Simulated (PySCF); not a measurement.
## Excitation energy of Co+ by level of theory

Co+ [Ar] 3d8 (3F) → Co+ [Ar] 3d7 4p1 (high-spin determinant), as a difference of total energies. Computed with PySCF 2.14 in aug-cc-pVTZ with one added diffuse shell each of s, p, d, f, g type (9s8p6d4f3g, 118 functions), with the non-relativistic Hamiltonian (point nucleus). Correlated levels: valence: [Ar] frozen. The calculations carry no spin-orbit coupling.

```json
{"method": "UHF", "excitation energy (cm⁻¹)": "29300"}
{"method": "LDA", "excitation energy (cm⁻¹)": "51507"}
{"method": "PBE", "excitation energy (cm⁻¹)": "48673"}
{"method": "PBE0", "excitation energy (cm⁻¹)": "45442"}
{"method": "r2SCAN", "excitation energy (cm⁻¹)": "45808"}
{"method": "PBEsol", "excitation energy (cm⁻¹)": "49185"}
{"method": "BP86", "excitation energy (cm⁻¹)": "49138"}
{"method": "MP2 (valence)", "excitation energy (cm⁻¹)": "48058"}
{"method": "SCS-MP2 (valence)", "excitation energy (cm⁻¹)": "48403"}
```

A first-order spin-orbit estimate (lowest level to lowest level, LS coupling) adds 0.012 eV.

The determinant of the upper state mixes LS terms, which raises its energy above the lowest term, most at the Hartree-Fock and MP2 levels.
